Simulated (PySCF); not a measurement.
C4H10AlO2, charge +1, singlet, geometry from GFN2-xTB (such geometries of metal compounds can be far from the true shape); R2SCAN/STO-3G (PySCF).

PySCF was given this input:
```python
from pyscf import gto, scf, dft

mol = gto.Mole()
mol.atom = '''
    Al   -0.008227    0.037945   -0.002878
    O    -1.597700   -0.278513   -0.178990
    C    -2.649041   -0.643596    0.723623
    C    -2.257553   -0.300571    2.144203
    H    -3.526044   -0.073646    0.404071
    H    -2.839678   -1.713377    0.606447
    H    -2.173903    0.781028    2.264096
    H    -2.971635   -0.685787    2.869284
    H    -1.274881   -0.760964    2.346006
    O     1.564136    0.433311    0.167248
    C     2.700165    0.407809   -0.705737
    C     2.246734    0.350470   -2.147989
    H     3.254087    1.327923   -0.499216
    H     3.310769   -0.459322   -0.441633
    H     1.728778    1.271911   -2.419825
    H     3.078371    0.193517   -2.831942
    H     1.547773   -0.497626   -2.250533
'''
mol.basis = 'sto-3g'
mol.charge = 1
mol.spin = 0
mol.verbose = 4
mol.build()

mf = dft.RKS(mol)
mf.xc = 'r2scan'
mf.kernel()
mf.analyze()
```

Predict the main parts of the log of this PySCF run.


```
PySCF version 2.14.0

[INPUT] verbose = 4
[INPUT] num. atoms = 17
[INPUT] num. electrons = 62
[INPUT] charge = 1
[INPUT] spin (= nelec alpha-beta = 2S) = 0
[INPUT] symmetry False subgroup None
[INPUT] Mole.unit = angstrom
[INPUT] Symbol           X                Y                Z      unit          X                Y                Z       unit  Magmom
[INPUT]  1 Al    -0.008227000000   0.037945000000  -0.002878000000 AA   -0.015546776827   0.071705657797  -0.005438631786 Bohr   0.0
[INPUT]  2 O     -1.597700000000  -0.278513000000  -0.178990000000 AA   -3.019215429218  -0.526313292131  -0.338242079036 Bohr   0.0
[INPUT]  3 C     -2.649041000000  -0.643596000000   0.723623000000 AA   -5.005961982744  -1.216220174866   1.367449287436 Bohr   0.0
[INPUT]  4 C     -2.257553000000  -0.300571000000   2.144203000000 AA   -4.266156881690  -0.567996870987   4.051956425471 Bohr   0.0
[INPUT]  5 H     -3.526044000000  -0.073646000000   0.404071000000 AA   -6.663257463166  -0.139170770170   0.763583524879 Bohr   0.0
[INPUT]  6 H     -2.839678000000  -1.713377000000   0.606447000000 AA   -5.366213701953  -3.237813278129   1.146018739064 Bohr   0.0
[INPUT]  7 H     -2.173903000000   0.781028000000   2.264096000000 AA   -4.108081291370   1.475929015617   4.278521359723 Bohr   0.0
[INPUT]  8 H     -2.971635000000  -0.685787000000   2.869284000000 AA   -5.615576292172  -1.295949609787   5.422160933597 Bohr   0.0
[INPUT]  9 H     -1.274881000000  -0.760964000000   2.346006000000 AA   -2.409175931412  -1.438013550654   4.433308826586 Bohr   0.0
[INPUT] 10 O      1.564136000000   0.433311000000   0.167248000000 AA    2.955788661573   0.818839116761   0.316052914881 Bohr   0.0
[INPUT] 11 C      2.700165000000   0.407809000000  -0.705737000000 AA    5.102572341136   0.770647321133  -1.333649645972 Bohr   0.0
[INPUT] 12 C      2.246734000000   0.350470000000  -2.147989000000 AA    4.245711934749   0.662292314876  -4.059110928578 Bohr   0.0
[INPUT] 13 H      3.254087000000   1.327923000000  -0.499216000000 AA    6.149333215508   2.509410784511  -0.943381517001 Bohr   0.0
[INPUT] 14 H      3.310769000000  -0.459322000000  -0.441633000000 AA    6.256446671700  -0.867992782987  -0.834565417570 Bohr   0.0
[INPUT] 15 H      1.728778000000   1.271911000000  -2.419825000000 AA    3.266916950173   2.403563444822  -4.572806519376 Bohr   0.0
[INPUT] 16 H      3.078371000000   0.193517000000  -2.831942000000 AA    5.817278099803   0.365694130447  -5.351594780653 Bohr   0.0
[INPUT] 17 H      1.547773000000  -0.497626000000  -2.250533000000 AA    2.924867072996  -0.940376852463  -4.252891004296 Bohr   0.0

nuclear repulsion = 359.158538849662
number of shells = 33
number of NR pGTOs = 147
number of NR cGTOs = 49
basis = sto-3g
ecp = {}

******** <class 'pyscf.dft.rks.RKS'> ********
method = RKS
initial guess = minao
damping factor = 0
level_shift factor = 0
DIIS = <class 'pyscf.scf.diis.CDIIS'>
diis_start_cycle = 1
diis_space = 8
diis_damp = 0
SCF conv_tol = 1e-09
SCF conv_tol_grad = None
SCF max_cycles = 50
direct_scf = True
direct_scf_tol = 1e-13
XC library pyscf.dft.libxc version 7.1.2
    S. Lehtola, C. Steigemann, M. J. T. Oliveira, and M. A. L. Marques,  SoftwareX 7, 1–5 (2018)
XC functionals = r2scan
    J. W. Furness, A. D. Kaplan, J. Ning, J. P. Perdew, and J. Sun,  J. Phys. Chem. Lett. 11, 8208–8215 (2020)
    J. W. Furness, A. D. Kaplan, J. Ning, J. P. Perdew, and J. Sun,  J. Phys. Chem. Lett. 11, 9248–9248 (2020)
    J. W. Furness, A. D. Kaplan, J. Ning, J. P. Perdew, and J. Sun,  J. Phys. Chem. Lett. 11, 8208–8215 (2020)
    J. W. Furness, A. D. Kaplan, J. Ning, J. P. Perdew, and J. Sun,  J. Phys. Chem. Lett. 11, 9248–9248 (2020)
radial grids:
    Treutler-Ahlrichs [JCP 102, 346 (1995); DOI:10.1063/1.469408] (M4) radial grids

becke partition: Becke, JCP 88, 2547 (1988); DOI:10.1063/1.454033
pruning grids: <function nwchem_prune>
grids dens level: 3
symmetrized grids: False
atomic radii adjust function: <function treutler_atomic_radii_adjust>
small_rho_cutoff = 0
Set gradient conv threshold to 3.16228e-05
Initial guess from minao.
tot grids = 201896
init E= -544.641338995456
  HOMO = -0.378465756444788  LUMO = -0.103591328748474  gap/eV = 7.47971
cycle= 1 E= -543.860704140503  delta_E= 0.781  |g|= 0.848  |ddm|= 5.14
  HOMO = -0.116127772014409  LUMO = -0.0589977271435835  gap/eV = 1.55459
cycle= 2 E= -542.260606762069  delta_E=  1.6  |g|= 2.34  |ddm|= 4.45
  HOMO = -0.313836616611802  LUMO = -0.140999389944184  gap/eV = 4.70314
cycle= 3 E= -544.132758935638  delta_E= -1.87  |g|= 0.118  |ddm|= 3.47
  HOMO = -0.320536203286162  LUMO = -0.166754225225  gap/eV = 4.18462
cycle= 4 E= -544.136258427952  delta_E= -0.0035  |g|= 0.0784  |ddm|= 0.305
  HOMO = -0.324064809994799  LUMO = -0.167605096653045  gap/eV = 4.25749
cycle= 5 E= -544.13823009769  delta_E= -0.00197  |g|= 0.0117  |ddm|= 0.101
  HOMO = -0.323804934147922  LUMO = -0.166243570258669  gap/eV = 4.28746
cycle= 6 E= -544.138281258074  delta_E= -5.12e-05  |g|= 0.00262  |ddm|= 0.0185
  HOMO = -0.324284981140949  LUMO = -0.166655795719113  gap/eV = 4.28931
cycle= 7 E= -544.138283409057  delta_E= -2.15e-06  |g|= 0.000754  |ddm|= 0.00303
  HOMO = -0.324322852315519  LUMO = -0.166636293746659  gap/eV = 4.29087
cycle= 8 E= -544.138283558311  delta_E= -1.49e-07  |g|= 0.000406  |ddm|= 0.00117
  HOMO = -0.324333652459288  LUMO = -0.166631267007721  gap/eV = 4.29130
cycle= 9 E= -544.138283614055  delta_E= -5.57e-08  |g|= 6.61e-05  |ddm|= 0.000591
  HOMO = -0.324341005537889  LUMO = -0.166632852794612  gap/eV = 4.29146
cycle= 10 E= -544.138283615484  delta_E= -1.43e-09  |g|= 1.28e-05  |ddm|= 0.000107
  HOMO = -0.324340659545807  LUMO = -0.166632506471976  gap/eV = 4.29146
cycle= 11 E= -544.138283615532  delta_E= -4.8e-11  |g|= 1.06e-06  |ddm|= 1.72e-05
  HOMO = -0.324340305846381  LUMO = -0.166632381055659  gap/eV = 4.29145
Extra cycle  E= -544.138283615529  delta_E= 2.84e-12  |g|= 1.74e-06  |ddm|= 4.42e-06
converged SCF energy = -544.138283615529
**** SCF Summaries ****
Total Energy =                        -544.138283615528735
Nuclear Repulsion Energy =             359.158538849661909
One-electron Energy =                -1451.805908988522560
Two-electron Energy =                  548.509086523331916
Two-electron Coulomb Energy =          609.508982361503058
DFT Exchange-Correlation Energy =      -60.999895838171142
HOMO-LUMO gap [eV] =                     4.291451219893462
**** MO energy ****
MO #1   energy= -55.4032982734966  occ= 2
MO #2   energy= -18.8865986966067  occ= 2
MO #3   energy= -18.8860462287092  occ= 2
MO #4   energy= -10.101694370674   occ= 2
MO #5   energy= -10.1016901020452  occ= 2
MO #6   energy= -10.0315597416567  occ= 2
MO #7   energy= -10.0315576304479  occ= 2
MO #8   energy= -4.17667160597876  occ= 2
MO #9   energy= -2.65446683282071  occ= 2
MO #10  energy= -2.65166929143823  occ= 2
MO #11  energy= -2.64991620749847  occ= 2
MO #12  energy= -1.10745994172637  occ= 2
MO #13  energy= -1.10034850676196  occ= 2
MO #14  energy= -0.853603142037868 occ= 2
MO #15  energy= -0.851955435608495 occ= 2
MO #16  energy= -0.732290049910247 occ= 2
MO #17  energy= -0.723810821019296 occ= 2
MO #18  energy= -0.583711472047624 occ= 2
MO #19  energy= -0.577946847317115 occ= 2
MO #20  energy= -0.573151587248113 occ= 2
MO #21  energy= -0.566202573812735 occ= 2
MO #22  energy= -0.529803391619472 occ= 2
MO #23  energy= -0.523209166121955 occ= 2
MO #24  energy= -0.484118949506264 occ= 2
MO #25  energy= -0.47745940835567  occ= 2
MO #26  energy= -0.472273913974728 occ= 2
MO #27  energy= -0.471233904271757 occ= 2
MO #28  energy= -0.368574272952674 occ= 2
MO #29  energy= -0.365071359695889 occ= 2
MO #30  energy= -0.353951830322677 occ= 2
MO #31  energy= -0.324340305846381 occ= 2
MO #32  energy= -0.166632381055659 occ= 0
MO #33  energy= -0.0826034216451434 occ= 0
MO #34  energy= -0.0551726602310657 occ= 0
MO #35  energy= 0.106763558548793  occ= 0
MO #36  energy= 0.128389170841764  occ= 0
MO #37  energy= 0.203800824099407  occ= 0
MO #38  energy= 0.207075313871525  occ= 0
MO #39  energy= 0.236449732040395  occ= 0
 ** Mulliken pop on meta-lowdin orthogonal AOs  **
 ** Mulliken pop  **
 ** Mulliken atomic charges  **
charge of    0Al =      0.92151
charge of    1O =     -0.18062
charge of    2C =      0.02800
charge of    3C =     -0.15151
charge of    4H =      0.07886
charge of    5H =      0.07018
charge of    6H =      0.06238
charge of    7H =      0.08899
charge of    8H =      0.04296
charge of    9O =     -0.18063
charge of   10C =      0.02801
charge of   11C =     -0.15151
charge of   12H =      0.07886
charge of   13H =      0.07017
charge of   14H =      0.06239
charge of   15H =      0.08899
charge of   16H =      0.04296

WARN: System has nonzero charge 1; the dipole moment is origin-dependent.
Location of origin: [0. 0. 0.]

Dipole moment(X, Y, Z, Debye):  0.03292, -0.15210,  0.01154
```
